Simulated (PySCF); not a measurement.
Working out the ionisation energy of Fe

Fe [Ar] 3d6 4s2 (5D) → Fe⁺ [Ar] 3d6 4s1 (6D). Calculation: PySCF 2.14, in def2-SVP (5s3p2d1f, 31 functions); the non-relativistic Hamiltonian (point nucleus). Frozen: [Ar]. Energies in hartree (1 hartree = 27.21139 eV):

| part | Fe (lower) | Fe⁺ (upper) |
| --- | --- | --- |
| UHF | -1262.260593 | -1262.028684 |
| MP2 opposite-spin | -0.056034 | -0.032044 |
| MP2 same-spin | -0.049051 | -0.047973 |

Task: What does Hartree-Fock give?

Result: (-1262.028684) − (-1262.260593) = 0.231909 hartree = 6.311 eV.

Task: What do MP2 and SCS-MP2 (6/5 opposite-spin, 1/3 same-spin) give?

Result: The opposite-spin parts differ by 0.653 eV and the same-spin parts by 0.029 eV. MP2: 6.311 + (0.653) + (0.029) = 6.993 eV. SCS-MP2: 6.311 + 1.2 × (0.653) + (0.029)/3 = 7.104 eV.

Measured between the centres of the two terms (NIST): 7.904 eV, so MP2 (valence) is off by -0.911 eV.

The calculation is non-relativistic.

A double-zeta basis recovers only part of the correlation energy.

What remains against the reference includes basis incompleteness, the frozen core and correlation beyond second order.
